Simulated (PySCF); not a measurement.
Species: C₃H₆O₂Si.
Bonds: O1–C2 (double), C2–C3, C3–O4, O4–C5, C5–Si6, C2–Si6. Hydrogens: H7, H8 on C3; H9, H10 on C5; H11, H12 on Si6.

Computed, not measured: PBE0-D3(BJ)/def2-SVP geometry optimisation, gas phase (PySCF 2.14.0).

Task: Give the optimised bond lengths and angles.

Result: 
```tsv
bond	length (pm)
O1=C2	120.2
C2–C3	153.1
C3–O4	139.9
O4–C5	142.2
C5–Si6	190.4
C2–Si6	195.1
C3–H7	111.3
C3–H8	110.1
C5–H9	109.8
C5–H10	111.0
Si6–H11, Si6–H12	149.0
```

Bonds in one row agree within 1 pm and their mean is given. A selection of angles:
```tsv
angle	degrees
O1–C2–C3	124.0
O1–C2–Si6	131.4
C3–C2–Si6	104.6
C2–C3–O4	109.9
C2–C3–H7	107.7
C2–C3–H8	110.3
O4–C3–H7	112.2
O4–C3–H8	108.8
H7–C3–H8	107.9
C3–O4–C5	112.0
O4–C5–Si6	101.9
O4–C5–H9	107.4
O4–C5–H10	111.4
Si6–C5–H9	115.9
Si6–C5–H10	112.4
H9–C5–H10	107.7
C5–Si6–H11	112.0
C5–Si6–H12	117.7
C2–Si6–C5	88.3
C2–Si6–H11	112.5
C2–Si6–H12	113.0
H11–Si6–H12	111.5
```

Dihedral angles: O1–C2–C3–O4 167° (antiperiplanar); C2–C3–O4–C5 47° (synclinal); C3–O4–C5–Si6 -52° (synclinal); O4–C5–Si6–C2 33° (synclinal); O1–C2–Si6–C5 167° (antiperiplanar). The mirror-image conformer, all signs reversed, is as good.

The 3 C–O bonds span 1.202 Å (O1=C2, drawn double) to 1.422 Å (O4–C5, drawn single), a spread of 0.220 Å. The 2 C–Si bonds span 1.904 Å (C5–Si6, drawn single) to 1.951 Å (C2–Si6, drawn single), a spread of 0.047 Å. O4 (cyclic ether oxygen) is bent (angle 112.0°). Si6 (SiH2 silicon) has angles from 88.3° to 117.7°. The 5-membered ring C2–C3–O4–C5–Si6 has internal angles of 88.3° to 112.0°; it is puckered, 0.20 Å rms from its mean plane, widest ring torsion 52°.

Point group: C1 (no symmetry element, even within 0.4 Å). No PBE0-D3(BJ)/def2-SVP frequencies stand behind this structure, so it isn't proved a minimum. The numbers are those of one conformer.
